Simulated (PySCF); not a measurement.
Below is a simulated gas-phase Si 1s photoelectron spectrum of `N[Si](F)(F)[SiH3]`.

Every computed line was given a Gaussian of 0.4 eV full width at half maximum and an area set by the number of equivalent atoms; the highest printed point is 100. Method used: delta-SCF UKS SCAN, pcX-2 on the ionised atom, pcseg-1 elsewhere, spin-free X2C in PySCF.

```
binding energy (eV)  intensity
             1846.2          1
             1846.3          4
             1846.4         16
             1846.5         42
             1846.6         77
             1846.7        100
             1846.8         92
             1846.9         60
             1847.0         27
             1847.1          9
             1847.2          2
             1847.3          0
             1847.4          0
             1847.5          0
             1847.6          0
             1847.7          0
             1847.8          0
             1847.9          0
             1848.0          0
             1848.1          0
             1848.2          1
             1848.3          4
             1848.4         14
             1848.5         39
             1848.6         74
             1848.7         99
             1848.8         94
             1848.9         63
             1849.0         30
             1849.1         10
             1849.2          2
             1849.3          0
```

Q: Count the maxima, the lines and the sites behind this envelope.

A: The curve has 2 maxima (at 1846.7 and 1848.7 eV). Under it lie 2 lines from 2 inequivalent silicon sites.

Q: Decompose the envelope and assign each component. Numbering: `[NH2:1][Si:2]([F:3])([F:4])[SiH3:5]`.

A: 
| position (eV) | relative area | line | atoms | environment |
| --- | --- | --- | --- | --- |
| 1846.73 | 1 | Si 1s | Si5 | SiH3 silicon |
| 1848.74 | 1 | Si 1s | Si2 | fluorine-bound silicon |

Q: What are the centre and the root-mean-square width of the whole band?

A: The area-weighted mean of the lines is 1847.73 eV. Their own spread about it is 1.01 eV (rms) and each Gaussian has σ = 0.4/2.355 = 0.17 eV; the variances add, which gives 1.02 eV.

Q: Above which line width would these two lines show one maximum?

A: Two equal Gaussians merge once their distance is under 2σ = FWHM/1.177. With 2.01 eV between them that is a full width over 2.37 eV.

Lowest listed Si 1s: Si5, bonded to 3 H and Si. Highest, 2.01 eV above it: Si2, bonded to 2 F, N and Si.

Shake-up satellites, vibrational structure and lifetime widths aren't simulated. One conformer (not necessarily the lowest) at the GFN2-xTB geometry, without solvent, vibrations or thermal averaging.

The values belong to the conformer `[NH2:1][Si:2]([F:3])([F:4])[SiH3:5]`: H–N1–Si2–F3 -170°, H–N1–Si2–F3 41°.
